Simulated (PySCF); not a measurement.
A calculated (UHF, PySCF 2.14, jorge-DZP-DKH, scalar relativity by spin-free X2C-1e) atom or ion has these occupied shells.

| shell | electrons | orbital energy (eV) | rms radius, mean of both spins (bohr) |
| --- | --- | --- | --- |
| 1s β | 1 | -6599.6 | 0.0704 |
| 1s α | 1 | -6599.5 | 0.0704 |
| 2s α | 1 | -805.38 | 0.302 |
| 2s β | 1 | -802.34 | 0.302 |
| 2p α | 3 | -679.35 | 0.273 |
| 2p β | 3 | -676.47 | 0.273 |
| 3s α | 1 | -110.89 | 0.915 |
| 3s β | 1 | -99.533 | 0.915 |
| 3p α | 3 | -74.274 | 0.988 |
| 3p β | 3 | -60.507 | 0.988 |
| 3d α | 5 | -15.839 | 1.23 |
| 4s α | 1 | -7.284 | 3.66 |
| 4s β | 1 | -6.117 | 3.66 |

(1) Name the element and its charge.

Results:

(1) Mn (manganese, neutral), in [Ar] 3d5 4s2, high-spin 6S determinant.
